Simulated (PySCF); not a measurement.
Si(Me)3(OH) (C3H10OSi), SMILES C[Si](O)(C)C.

Geometry: r2SCAN-D4/def2-SVP. The isomer is the one that the SMILES or the coordinates give; other isomers of the formula were not compared. Other conformers were not sampled.

Computed with ωB97X/def2-TZVP (PySCF).

The molecule is in vacuum.

Computed frontier levels, gap, dipole moment and polarisability:
highest occupied level: -10.43 eV
lowest empty level: 2.63 eV
orbital gap: 13.06 eV
dipole moment: 1.42 D
quadrupole, principal values (traceless, Buckingham form, about the centre of nuclear charge): -5.10, -1.00, 6.10 D·Å
mean static polarisability: 64.4 bohr³ (9.55 Å³)
polarisability, principal values: 60.8, 65.9, 66.6 bohr³
